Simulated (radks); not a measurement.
Results of a calculation; reference values are marked as such.
Species: the copper ion Cu+. Configuration: [Ar] 3d8 4p2 (not the ground configuration). Code: a radial shooting solver on a logarithmic mesh with Libxc functionals. Model: non-relativistic Kohn-Sham, LDA (Slater exchange, Perdew-Wang correlation), spin-unpolarised, spherical densities, point nucleus.

X-ray form factor f0, the Fourier transform of the density (f0(0) = 28):

| sin(theta)/lambda (1/angstrom) | f0 (electrons) |
|---|---|
| 0.05 | 27.443 |
| 0.1 | 26.059 |
| 0.15 | 24.367 |
| 0.2 | 22.668 |
| 0.25 | 21.025 |
| 0.3 | 19.427 |
| 0.4 | 16.391 |
| 0.5 | 13.724 |
| 0.6 | 11.561 |
| 0.8 | 8.686 |
| 1 | 7.146 |
| 1.25 | 6.059 |
| 1.5 | 5.248 |
| 2 | 3.795 |
